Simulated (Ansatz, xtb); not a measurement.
**CHGeO: which of two structures lies lower**

We compare X, a doublet given by its coordinates, with Y, a doublet given by its coordinates. Both are isolated molecules in the gas phase, relaxed with PBE0-D3(BJ)/def2-SVP.

X (Å):

```csv
atom,x (Å),y (Å),z (Å)
C,0.2075,-0.0588,-0.4775
Ge,-0.8398,-0.5996,1.0897
O,0.8152,0.3800,-1.3428
H,-0.7405,-2.0399,0.4155
```

Close contacts (Å): C1–Ge2 1.96, C1–O3 1.14, Ge2–H4 1.59.

Y (Å):

```xyz
4

C    -0.0440    0.4279   -0.1368
Ge   -0.7707   -0.8739   -1.3358
O     1.0121   -0.2374   -0.1336
H    -0.1367    1.3615    0.4581
```

Close contacts (Å): C1–Ge2 1.91, C1–O3 1.25, Ge2–O3 2.24, C1–H4 1.11.

**Question.** Estimate which is lower in electronic energy at CCSD(T)/def2-TZVP, and by roughly how much.

**Answer.** The CCSD(T)/def2-TZVP calculation puts structure X lower, by 16.8 kcal/mol.

Level by level:

```
               level              geometry  E(Y) − E(X) (kcal/mol)  departure from the last row (kcal/mol)  job, with rough time for the two
            GFN2-xTB              GFN2-xTB                      −3.7                                   −20.5             optimisation, 0.092 s
           HF/STO-3G              GFN2-xTB                      +2.0                                   −14.8              single point, 0.64 s
  r2SCAN-D4/def2-SVP              GFN2-xTB                     +19.6                                    +2.8               single point, 4.1 s
PBE0-D3(BJ)/def2-SVP  PBE0-D3(BJ)/def2-SVP                     +14.7                                    −2.1                optimisation, 43 s
        HF/def2-TZVP  PBE0-D3(BJ)/def2-SVP                     +18.0                                    +1.2           part of the CCSD(T) run
       MP2/def2-TZVP  PBE0-D3(BJ)/def2-SVP                     +21.2                                    +4.5           part of the CCSD(T) run
   CCSD(T)/def2-TZVP  PBE0-D3(BJ)/def2-SVP                     +16.8                                                        single point, 80 s
```

GFN2-xTB puts the two in the other order. The largest departure from CCSD(T)/def2-TZVP is that of GFN2-xTB, 20.5 kcal/mol.

With harmonic frequencies from PBE0-D3(BJ)/def2-SVP (ideal gas, rigid rotor, one conformer each, 298.15 K, 1 atm): the zero-point term adds +2.5 kcal/mol; ΔH is +18.9 and ΔG +19.3 kcal/mol.

Open shells are spin-unrestricted, with notable spin contamination under HF/STO-3G, HF/def2-TZVP, MP2/def2-TZVP, CCSD(T)/def2-TZVP. The correlated steps freeze 11 core orbitals; the filled d shell of Ge is correlated, in a basis made for valence electrons. Run with Ansatz 0.2.0, xtb 6.7.1; the last row on 1 thread of Arm Neoverse V2 on a shared host.
